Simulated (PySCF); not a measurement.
CH₇ClO₂Si₂, SMILES C[Si@@H](O)[Si@H](O)Cl. Coordinates come from a PBE0-D3(BJ)/def2-SVP optimisation. The structure was generated by enumeration; whether it is a known compound was not checked. The values are those of a single conformer.

Computed equilibrium geometry at PBE0-D3(BJ)/def2-SVP (PySCF confirms it by a frequency run) as bond lengths and angles (one conformer of several):
Atoms: C1 Si2 O3 Si4 O5 Cl6 H7 H8 H9 H10 H11 H12 H13. Bond lengths (Å): C1–Si2 1.873, C1–H7 1.102, C1–H8 1.101, C1–H9 1.102, Si2–O3 1.692, Si2–Si4 2.341, Si2–H10 1.497, O3–H11 0.962, Si4–O5 1.659, Si4–Cl6 2.081, Si4–H12 1.486, O5–H13 0.970. Bond angles (°): Si2–C1–H7 111.6, Si2–C1–H8 110.9, Si2–C1–H9 110.1, H7–C1–H8 108.3, H7–C1–H9 107.7, H8–C1–H9 108.1, C1–Si2–O3 111.9, C1–Si2–Si4 114.8, C1–Si2–H10 109.5, O3–Si2–Si4 94.7, O3–Si2–H10 110.3, Si4–Si2–H10 114.8, Si2–O3–H11 118.7, Si2–Si4–O5 101.7, Si2–Si4–Cl6 108.9, Si2–Si4–H12 119.6, O5–Si4–Cl6 111.9, O5–Si4–H12 108.4, Cl6–Si4–H12 106.4, Si4–O5–H13 110.4.
